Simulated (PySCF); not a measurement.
# Vibration and rotation of NaTe

UHF-CCSD(T) constants of NaTe, ²Π (doublet), unpaired electrons π ↑ (PySCF, scalar-relativistic core potentials, basis sets Na def2-SVPD, Te def2-SVPD with ECP28; masses 22.9898 and 129.9062 u):

- ωe: 222.1 cm⁻¹
- ωexe: 0.679 cm⁻¹
- Be: 0.10456 cm⁻¹
- αe: 0.000547 cm⁻¹
- D (centrifugal): 9.27e-08 cm⁻¹
- De to Na + Te: 1.99 eV

**Question.** Give the vibrational terms G(v) and spacings up to v = 6.

**Answer.** G(v) = ωe(v+½) − ωexe(v+½)².

```csv
v,G(v) (cm⁻¹),G(v) − G(v−1),Bv (cm⁻¹)
0,110.9,,0.1043
1,331.6,220.7,0.1037
2,551.0,219.4,0.1032
3,769.0,218.0,0.1026
4,985.7,216.7,0.1021
5,1201.0,215.3,0.1016
6,1415.0,214.0,0.1010
```

**Question.** How well does the Morse estimate ωe²/(4ωexe) reproduce De, and what is D0?

**Answer.** It gives 2.25 eV, 113 % of the computed De. D0 = De − G(0) = 1.99 − 0.01 = 1.98 eV.

Correlated steps freeze 5 core orbitals. Correlated levels converge slowly with the basis: in double zeta they bind strong bonds too weakly, by up to about 1 eV, and carry superposition errors of some tenths. These are scalar-relativistic numbers at best; spin–orbit coupling would shift them, the dissociation energy most. The state is the lowest determinant that a PBE0 search found; another state may lie lower at other levels.
